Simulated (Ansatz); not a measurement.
Mulliken charges of CH$_{3}$I$_{2}$In (`[CH3][In]([I])[I]`) from ωB97M-V/def2-TZVPP in Ansatz (PBE0-D4/def2-TZVP geometry).

| atom | x (Å) | y (Å) | z (Å) | charge (e) |
| --- | --- | --- | --- | --- |
| C1 | -0.094 | 1.173 | 0.039 | -0.569 |
| In2 | 0.069 | -0.956 | -0.023 | 0.630 |
| I3 | 1.991 | -2.298 | 1.233 | -0.252 |
| I4 | -1.622 | -2.501 | -1.375 | -0.252 |
| H5 | -1.134 | 1.459 | -0.105 | 0.152 |
| H6 | 0.276 | 1.534 | 0.997 | 0.151 |
| H7 | 0.514 | 1.588 | -0.766 | 0.141 |

Problem. By hand: the dipole of these point charges (1 e Å = 4.8032 D).

Solution. Σ q r = (-0.054, 0.617, 0.026) e Å, of length 0.620 e Å = 2.98 D.

Problem. How does the dipole of the full density compare? (Best estimate.)

Solution. The calculation gave: (-0.044, 0.575, 0.017) e Å, 2.77 D; the point charges give 1.08 times that, at 1° from its direction.

Point charges leave out the atoms' own dipoles, such as those of lone pairs, and Mulliken's split depends on the basis, so the close match here is no proof of good charges.
